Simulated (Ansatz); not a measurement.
One change: `COB(C)[SiH3]` becomes `COB(C)O`.

Ansatz, PBE0-D4/def2-TZVP geometries, multiplicity 1. Each molecule was computed in one conformer, which needn't be the lowest.

```csv
property,`COB(C)[SiH3]`
LUMO energy (B3LYP/def2-TZVPP) / eV,-0.83
zero-point energy (PBE0-D4/def2-TZVP) / kJ/mol,283.2
LUMO energy (PBE0/def2-TZVPP) / eV,-0.64
HOMO energy (PBE/def2-TZVPP) / eV,-6.24
LUMO energy (PBE/def2-TZVPP) / eV,-1.58
size of the dipole moment (ωB97M-V/def2-TZVPP) / D,1.15
```

Problem. What does the change do to each property? (Best estimate.)

Solution. The calculation gave: 
| property | `COB(C)O` | shift |
| --- | --- | --- |
| LUMO energy (B3LYP/def2-TZVPP) / eV | 0.56 | 1.39 |
| zero-point energy (PBE0-D4/def2-TZVP) / kJ/mol | 259.9 | -23.3 |
| LUMO energy (PBE0/def2-TZVPP) / eV | 0.90 | 1.54 |
| HOMO energy (PBE/def2-TZVPP) / eV | -6.86 | -0.62 |
| LUMO energy (PBE/def2-TZVPP) / eV | 0.12 | 1.70 |
| size of the dipole moment (ωB97M-V/def2-TZVPP) / D | 1.70 | 0.55 |

With PBE0 the HOMO falls by 0.95 eV and the LUMO rises by 1.54 eV, so the gap widens by about 2.49 eV. PBE moves the HOMO by -0.62 eV and ωB97M-V by -1.21 eV. The zero-point energy changes by -23.3 kJ/mol with -6 modes. Dipoles are sizes alone; their direction can turn.

Positive LUMOs are unbound, so they and the gaps depend on the basis.

B3LYP here is the variant with VWN-RPA as its local correlation; programs differ in this.
